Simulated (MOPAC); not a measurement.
MOPAC input (PM7):

```
PM7 1SCF GEO-OK AUX(PRECISION=9) THREADS=1
BrOY

Y     0.99262200 1   -0.38960100 1    0.08598500 1
O     1.90967700 1   -0.18867300 1   -1.46047200 1
Br   -1.54256200 1    0.47725200 1    0.23801000 1
```

From the output:

```
                                                       MOPAC v23.2.5 Linux

          FINAL HEAT OF FORMATION =        -80.48804 KCAL/MOL =    -336.76197 KJ/MOL

          COSMO AREA              =        159.31 SQUARE ANGSTROMS
          COSMO VOLUME            =        182.10 CUBIC ANGSTROMS

          IONIZATION POTENTIAL    =          9.204069 EV
          HOMO LUMO ENERGIES (EV) =         -9.204 -0.600
          NO. OF FILLED LEVELS    =          8
          MOLECULAR WEIGHT        =        184.8093         POINT GROUP:  Cs

          MOLECULAR DIMENSIONS (Angstroms)

            Atom       Atom       Distance
           Br     3    O     2     3.90464
            Y     1   Br     3     1.08288
           Br     3    O     2     0.00000

          SCF CALCULATIONS        =          1

   ATOM   CHEMICAL          X               Y               Z
  NUMBER   SYMBOL      (ANGSTROMS)     (ANGSTROMS)     (ANGSTROMS)

     1       Y          0.99262200  *  -0.38960100  *   0.08598500  *
     2       O          1.90967700  *  -0.18867300  *  -1.46047200  *
     3      Br         -1.54256200  *   0.47725200  *   0.23801000  *

                             CARTESIAN COORDINATES

   1    Y        0.992622000    -0.389601000     0.085985000
   2    O        1.909677000    -0.188673000    -1.460472000
   3   Br       -1.542562000     0.477252000     0.238010000

           Empirical Formula: O Y Br  =     3 atoms

      MOLECULAR POINT GROUP   :   Cs

                  EIGENVALUES
 -25.90907 -22.09069 -12.35564 -10.68792 -10.48739 -10.21077  -9.33296  -9.20407
  -0.59963  -0.06713  -0.06337   0.07532   0.14704   0.16572   2.00319   3.08693
   6.10615 267.95902 268.16516 268.22481 269.05801 269.05901

              NET ATOMIC CHARGES AND DIPOLE CONTRIBUTIONS

  ATOM NO.   TYPE          CHARGE      No. of ELECS.   s-Pop       p-Pop       d-Pop
    1          Y           1.666615        1.3334     0.38527     0.94269     0.00542
    2          O          -1.155764        7.1558     1.86191     5.29385
    3         Br          -0.510852        7.5109     1.96274     5.54726     0.00085
 DIPOLE           X         Y         Z       TOTAL
 POINT-CHG.     1.130    -3.242     8.212     8.901
 HYBRID         0.634    -0.504     0.795     1.135
 SUM            1.763    -3.747     9.007     9.913

          ATOMIC ORBITAL ELECTRON POPULATIONS

     Atom    s        px        py        pz      x^2-y^2     xz        z^2       yz        xy
    1  Y   0.38527   0.38089   0.21424   0.34756   0.00067   0.00261   0.00142   0.00029   0.00044
    2  O   1.86191   1.77594   1.81258   1.70534
    3 Br   1.96274   1.62195   1.93814   1.98718   0.00030   0.00015   0.00013   0.00002   0.00024

 **********************
 *                    *
 * JOB ENDED NORMALLY *
 *                    *
 **********************

 == MOPAC DONE ==
```

The geometry given is a B3LYP-D3(BJ)/def2-TZVP minimum.
